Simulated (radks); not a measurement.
Values are calculated unless marked as measured or tabulated.
Spherical quantum dot in the effective-mass picture: electrons in a well V = -V0 / (1 + exp((r - R)/a)) with V0 = 22.7, R = 2.26, a = 0.27, all in effective atomic units (hartree* = m*/eps^2 hartree, bohr* = eps/m* bohr), one dielectric constant everywhere. Level of theory: non-relativistic Kohn-Sham, LDA (Slater exchange, Perdew-Wang correlation), spin-polarised, spherical densities (a radial shooting solver with Libxc functionals). Levels are named by radial order and angular momentum (1s, 1p, 1d, 2s, ...), and open shells are averaged over m.

N = 11, configuration 1s2 1p6 1d(up 3, down 0). This is the lowest configuration that the search found. Occupied and some empty levels:

| level | occupation | eigenvalue (hartree*) | <r> (bohr*) |
|---|---|---|---|
| 1s up | 1 | -13.910 | 1.156 |
| 1s down | 1 | -13.818 | 1.148 |
| 1p up | 3 | -12.945 | 1.325 |
| 1p down | 3 | -12.840 | 1.322 |
| 1d up | 3 | -11.643 | 1.447 |
| 1d down | 0 | -11.533 | 1.447 |
| 2s up | 0 | -10.716 | 1.143 |
| 2s down | 0 | -10.653 | 1.147 |
| 1f up | 0 | -10.075 | 1.547 |
| 1f down | 0 | -9.9643 | 1.548 |
| 2p up | 0 | -8.9019 | 1.313 |
| 2p down | 0 | -8.8303 | 1.314 |

Energy (hartree*): total -179.035, kinetic 21.270, external -234.71, Hartree 41.123, exchange-correlation -6.7201.
